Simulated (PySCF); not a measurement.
Induced dipoles and field energies

C4H12Si3.
Geometry (GFN2-xTB, Å), atoms numbered from 1 in this order:
```xyz
19
C4H12Si3 angstrom
C     -2.910   -0.789    0.168
C     -1.501   -0.220    0.332
Si    -1.370    1.512   -0.452
Si    -0.189   -1.442   -0.324
C      1.470   -0.702    0.023
C      2.535   -0.181    0.271
Si     4.141    0.651    0.651
H     -3.004   -1.759    0.657
H     -3.654   -0.122    0.602
H     -3.153   -0.920   -0.885
H     -1.314   -0.101    1.406
H     -2.391    2.386    0.139
H     -1.619    1.413   -1.893
H     -0.042    2.074   -0.211
H     -0.293   -2.731    0.379
H     -0.339   -1.648   -1.771
H      3.944    2.099    0.534
H      4.536    0.297    2.018
H      5.145    0.190   -0.312
```

Level: PBE0/def2-SVPD (PySCF); nuclei fixed, core orbitals frozen in the response. Permanent dipole (-0.506, -0.082, 0.526) D (1 au = 2.5417 D). Static polarisability (au):

```
x   164.44  11.87   8.08
y    11.87 124.66   1.50
z     8.08   1.50 103.29
```

Only the terms in μ and α are kept: μ(F) = μ + αF and ΔE = −μ·F − ½ F·αF.

(1) Apply 0.002 au along ±x, ±y and ±z in turn. Tabulate induced and total dipoles and both energy terms.

(2) For the field (0.0008, -0.0006, -0.0012) au, what is the induced dipole, and what angle does it make with the field?

(3) At what field along the permanent dipole would the induced dipole along it equal the permanent one, in this linear picture?

(4) What field makes μF equal to kT at 298 K?

(5) A unit point charge sits 6 Å away. Estimate the induction energy −αe²/2R⁴ with the mean polarisability, treating the molecule as a point.

Results:

(1) 
```
field along  induced x (D)  induced y (D)  induced z (D)  total size (D)  −μ·F (kJ/mol)  −½F·αF (kJ/mol)
         +x          0.836          0.060          0.041           0.656         +1.045           -0.863
         −x         -0.836         -0.060         -0.041           1.434         -1.045           -0.863
         +y          0.060          0.634          0.008           0.888         +0.169           -0.655
         −y         -0.060         -0.634         -0.008           1.050         -0.169           -0.655
         +z          0.041          0.008          0.525           1.152         -1.087           -0.542
         −z         -0.041         -0.008         -0.525           0.554         +1.087           -0.542
```

(2) αF = (0.292, -0.171, -0.301) D, at 9.6° to the field. The polarisability along this direction, F·αF/F², is 112.34 au, against a mean of 130.80 au.

(3) The polarisability along the dipole is 126.19 au, so F = 0.2890 au / 126.19 au = 0.0023 au = 0.12 V/Å; higher-order terms are ignored.

(4) kT = 0.9437 × 10⁻³ Eh, so F = 0.00327 au = 16.8 MV/cm.

(5) R = 11.34 bohr, so the energy is −130.8/(2 × 11.34⁴) Eh = -10.4 kJ/mol. The charge–dipole term at its most favourable orientation, −μe/R², is -5.9 kJ/mol.

One conformer (not necessarily the lowest) at the GFN2-xTB geometry, without solvent, vibrations or thermal averaging.
